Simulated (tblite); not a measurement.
C4H5FNP.
Cartesian coordinates in Å at the GFN2-xTB level; atoms count from 1:
```
atom  x, y, z in Å
C1    -1.118    0.833   -0.500
C2    -1.109    0.218    0.854
F3    -2.126    0.651    1.637
P4    -0.087   -0.893    1.598
C5     1.135   -1.204    0.190
C6     1.834   -0.006   -0.163
N7     2.373    0.967   -0.429
H8    -2.087    1.299   -0.670
H9    -0.345    1.599   -0.584
H10   -0.936    0.091   -1.276
H11    0.613   -1.608   -0.682
H12    1.854   -1.947    0.544
```

Method: GFN2-xTB as coded in tblite; computed harmonic values from a numerical Hessian at the method's own geometry, unscaled. The method is semi-empirical: single wavenumbers can be off by several per cent or more. One conformer, not necessarily the lowest.

Harmonic wavenumbers (cm⁻¹): 37.2, 90.8, 116.2, 179.9, 209.2, 339.7, 370.6, 390.4, 398.2, 488.7, 685.7, 737.1, 802.2, 964.2, 997.5, 1002.3, 1061.6, 1159.1, 1179.5, 1309.3, 1384.2, 1395.4, 1452.1, 1454.8, 2396.9, 2943.0, 2965.4, 2984.7, 3012.2, 3038.7.

A = 3534, B = 1558, C = 1221 MHz; mass 117.014 u (most abundant isotopes); point group C1, symmetry number 1.

Q: What is the zero-point energy?

A: ½Σν̃ = 17773 cm⁻¹ = 50.82 kcal/mol.

Q: What is S at 350 K and 1 bar for an ideal gas of classical rigid rotors and harmonic oscillators?

A: Translation 41.01, rotation 28.74, vibration 26.59: S = 96.3 cal/(mol K).

Q: And Cp and H(350 K) − H(0)?

A: Cp = 32.58 cal/(mol K), of which vibrations give 24.64 (their classical limit is 30 R = 59.6); H(350 K) − H(0) = 7.47 kcal/mol without the zero-point energy, 4.68 from vibrations.

Q: How do the functions run with temperature in this model?

A: 
```json
{"T (K)": "100", "S (cal/(mol K))": "67.1", "Cp (cal/(mol K))": "16.5", "H − H(0) (kcal/mol)": "1.21", "G − H(0) (kcal/mol)": "-5.49", "ln q(vib)": "1.55"}
{"T (K)": "200", "S (cal/(mol K))": "80.8", "Cp (cal/(mol K))": "23.6", "H − H(0) (kcal/mol)": "3.23", "G − H(0) (kcal/mol)": "-12.92", "ln q(vib)": "3.66"}
{"T (K)": "300", "S (cal/(mol K))": "91.5", "Cp (cal/(mol K))": "29.7", "H − H(0) (kcal/mol)": "5.91", "G − H(0) (kcal/mol)": "-21.56", "ln q(vib)": "5.68"}
{"T (K)": "500", "S (cal/(mol K))": "109.2", "Cp (cal/(mol K))": "39.8", "H − H(0) (kcal/mol)": "12.92", "G − H(0) (kcal/mol)": "-41.70", "ln q(vib)": "9.44"}
{"T (K)": "800", "S (cal/(mol K))": "130.2", "Cp (cal/(mol K))": "49.2", "H − H(0) (kcal/mol)": "26.41", "G − H(0) (kcal/mol)": "-77.75", "ln q(vib)": "14.50"}
{"T (K)": "1000", "S (cal/(mol K))": "141.6", "Cp (cal/(mol K))": "53.3", "H − H(0) (kcal/mol)": "36.68", "G − H(0) (kcal/mol)": "-104.96", "ln q(vib)": "17.52"}
```

q(vib) and H(0) count from the zero-point level.

Q: What must be added to the electronic energy to get the Gibbs energy at 350 K and 1 bar?

A: ZPE + [H(350 K) − H(0)] − T·S = 50.82 + 7.47 − 33.72 = 24.57 kcal/mol.

Hindered rotation and anharmonicity are outside this model. Other conformers, if any are populated, would add a mixing term that is left out. The structure is chiral; the term R ln 2 for an equal mix with its mirror image is left out.
